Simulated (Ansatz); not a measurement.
`[SiH3]C1=CS1`, relaxed with RKS PBE0-D4/def2-TZVP in Ansatz from a PBE-D4/def2-SVP geometry. The force threshold is 0.005 eV/Å; the program also tests the step.

The species carries charge 0 and has multiplicity 1.

Start:

```xyz
8

Si   -0.151    1.272   -0.267
C     0.049   -0.526    0.081
C     0.353   -1.662    0.646
S    -0.436   -2.175   -0.878
H     0.444    2.059    0.868
H     0.549    1.603   -1.555
H    -1.615    1.584   -0.408
H     0.808   -2.154    1.514
```

Q: By how much does the energy fall, and how many steps does the optimiser take? (Estimate.)

A: The calculation gave: 5.55 kJ/mol, in 7 steps.

Q: Which bonds change most? (Estimate.)

A: Computed: C2–S4 from 1.968 to 1.900 Å; C2–C3 from 1.304 to 1.281 Å; Si1–H7 from 1.503 to 1.483 Å; Si1–H6 from 1.503 to 1.483 Å.

Q: Give the relaxed structure. (Estimate.)

A: Computed: 
```xyz
8

Si   -0.152    1.254   -0.267
C     0.031   -0.542    0.050
C     0.355   -1.628    0.648
S    -0.439   -2.137   -0.870
H     0.441    2.002    0.869
H     0.550    1.583   -1.532
H    -1.595    1.565   -0.402
H     0.809   -2.098    1.503
```
